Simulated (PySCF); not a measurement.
Ge(H)2(SH)2 (GeH4S2), SMILES [GeH2]([SH])[SH]. Geometry: B3LYP-D3(BJ)/def2-SVP. One conformer was computed; it need not be the lowest.

Computed equilibrium geometry at B3LYP-D3(BJ)/def2-SVP (PySCF confirms it by a frequency run) as bond lengths and angles, and its point group (one conformer of several):
point group C2.
Atoms: Ge1 S2 S3 H4 H5 H6 H7. Bond lengths (Å): Ge1–S2 2.244, Ge1–S3 2.244, Ge1–H4 1.540, Ge1–H5 1.540, S2–H6 1.353, S3–H7 1.353. Angles (°): S2–Ge1–S3 112.0, S2–Ge1–H4 104.3, S2–Ge1–H5 112.2, S3–Ge1–H4 112.2, S3–Ge1–H5 104.3, H4–Ge1–H5 112.0, Ge1–S2–H6 94.2, Ge1–S3–H7 94.2.
Charge 0, spin multiplicity 1.
